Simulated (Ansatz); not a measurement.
Isolated molecules relaxed with PBE0-D4/def2-TZVP in Ansatz; ΔE leaves out vibrations. CCSD(T)/CBS is the MP2 limit (def2-TZVPP, def2-QZVPP) plus CCSD(T) − MP2 in def2-TZVPP, frozen cores. This one scheme is used for every species. DFT in def2-TZVPP. For Ge outer-core shells are correlated without core-valence functions, which leaves a few kJ/mol of doubt a bond. Scalar relativity is left out up to krypton. Each species was taken in one conformer, which may not be the lowest.

`C[CH]([SiH3])[GeH3]` + `N[SiH](O)O` → `O[SiH](O)[NH][GeH3]` + `CC[SiH3]`  (ligand exchange at a Ge–C bond)

```json
{"level": "PBE", "ΔE (kJ/mol)": "-19.3"}
{"level": "CCSD/def2-TZVPP", "ΔE (kJ/mol)": "-24.3"}
```

(1) What does CCSD(T)/CBS give? (Estimate.)

Largest T1 diagnostic among the species: 0.011.

Results:

(1) Ansatz gave: -18.3 kJ/mol. The listed levels differ from it by -1.0, -6.0 kJ/mol.

In def2-TZVPP, CCSD(T) changes the Hartree–Fock value by +19.1 kJ/mol (the triples alone add +2.3 kJ/mol) and MP2 by +21.5 kJ/mol.
